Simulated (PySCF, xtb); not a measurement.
Si(H)(Cl)(vinyl)(NH2) (C2H6ClNSi), SMILES N[SiH](C=C)Cl. Other conformers were not sampled.

Harmonic wavenumbers (cm⁻¹) from GFN2-xTB (xtb) at its own minimum, in rising order: 52, 118, 161, 178, 216, 354, 436, 491, 497, 630, 670, 714, 824, 907, 926, 1011, 1031, 1274, 1420, 1515, 1671, 2272, 3040, 3075, 3102, 3476, 3510.

Task: What does PySCF 2.14.0 with PBE0-D3(BJ)/def2-SVP give at its own minimum? (The exact figures need the calculation; the answer reports its results.)

Result: 88, 163, 208, 246, 307, 388, 452, 511, 525, 684, 746, 835, 887, 922, 1003, 1010, 1040, 1271, 1413, 1544, 1692, 2265, 3142, 3159, 3245, 3606, 3706. Paired by order, the mean absolute difference is 56 cm⁻¹ and the zero-point energies are 48.0 and 50.1 kcal/mol.
